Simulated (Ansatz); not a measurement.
Ge2O4⁻. The state is a quartet with charge -1. Geometry PBE-D4/def2-SVPD; atoms count from 1.

```xyz
6

Ge   -1.174    0.455   -0.521
Ge    1.093   -0.607    0.541
O    -0.643   -1.221    0.153
O     0.572    1.083   -0.137
O     2.418   -1.154   -0.489
O    -2.266    1.443    0.452
```

At PBE0-D4/def2-TZVPD a doublet of charge -1 lies 2.56 eV below the quartet, each at its own geometry. The structure comes from a short search, and lower isomers may exist.

Question: Estimate the Mulliken populations from the PBE0/def2-TZVPD orbitals of Ansatz.

Answer: 
```csv
atom,charge (e),spin (α − β)
Ge1,0.57,0.57
Ge2,0.57,0.57
O3,-0.57,0.14
O4,-0.55,0.24
O5,-0.51,0.74
O6,-0.51,0.74
```
Mulliken values and Mayer orders depend strongly on the basis. With diffuse functions, as here, like atoms can get unlike values, and bond orders can come out too low or too high.

Question: Where does the spin sit?

Answer: Summed by element: Ge 1.14, O 1.86, of 3 unpaired in all. Largest on single atoms: O6 0.74, O5 0.74, Ge1 0.57.

Question: And the Mayer bond orders between bonded heavy atoms (over 0.3)?

Answer: Ge1–O3 0.71 (1.88 Å); Ge1–O4 0.70 (1.89 Å); Ge1–O6 1.13 (1.77 Å); Ge2–O3 0.71 (1.88 Å); Ge2–O4 0.70 (1.89 Å); Ge2–O5 1.13 (1.77 Å).
